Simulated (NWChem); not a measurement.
Molecule: C₂H₄OS; SMILES C(=O)CS

```xyz
8

O     -0.3943     2.1210    -0.1346
C     -0.2304     1.0316     0.3386
C      0.8595     0.0781    -0.0860
S      0.1796    -1.5453    -0.5509
H     -0.9051     0.6342     1.1427
H      1.6048    -0.0362     0.7178
H      1.3659     0.4875    -0.9718
H     -0.0411    -1.9911     0.7050
```
Atoms are numbered in this order, from 1.

Program: NWChem. Pople sets run with spherical d functions. The geometry was optimised at PBE0/def2-SVP. B3LYP is NWChem's, with the RPA form of VWN correlation. Atomic charges in e: unrestrained fits to the electrostatic potential beside Mulliken populations; buried atoms are poorly determined by the fit.

For level B3LYP/def2-SVP:

| Item | Value |
|---|---|
| Mulliken O1 | -0.19 |
| Mulliken C2 | 0.15 |
| Mulliken C3 | -0.09 |

Estimate the same quantities for level Hartree-Fock/6-31G*.


| Property | Value |
|---|---|
| Mulliken O1 | -0.48 |
| Mulliken C2 | 0.37 |
| Mulliken C3 | -0.60 |
